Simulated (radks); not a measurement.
Values are calculated unless marked as measured or tabulated.
Orbital eigenvalues (eV) of neutral tungsten, [Xe] 4f14 5d4 6s2, at several levels of relativity; Dirac values are averaged over j with weights 2j + 1. Spin-unpolarised spherical Kohn-Sham, PBE, point nucleus unless stated (finite: rms radius 5.3658 fm), a radial shooting solver on a logarithmic mesh with Libxc functionals. A level marked "c x" has the speed of light scaled by that factor and shares open shells by 2j + 1; other Dirac levels either fill j = l - 1/2 first or share by 2j + 1.

shell       non-rel.  scalar-rel.  scalar-rel., finite nucleus  Dirac, low j first  change of magnitude, last against first (%)
3s           -2392.5      -2762.6                      -2761.7             -2755.9                                       +15.19
3p           -2191.1      -2316.7                      -2316.7             -2327.5                                        +6.23
3d           -1815.7      -1804.2                      -1804.2             -1799.5                                        -0.89
4s           -479.23      -569.92                      -569.70             -568.06                                       +18.54
4p           -395.07      -423.68                      -423.70             -426.12                                        +7.86
4d           -241.75      -238.43                      -238.44             -237.29                                        -1.85
5s           -65.034      -79.073                      -79.037             -78.370                                       +20.51
4f           -41.903      -33.207                      -33.213             -32.507                                       -22.42
5p           -40.760      -43.202                      -43.206             -43.266                                        +6.15
5d           -5.8051      -4.4803                      -4.4825             -4.2193                                       -27.32
6s           -4.7534      -5.7130                      -5.7106             -5.6039                                       +17.89
6p (empty)   -1.4886      -1.3612                      -1.3620             -1.3561                                        -8.90
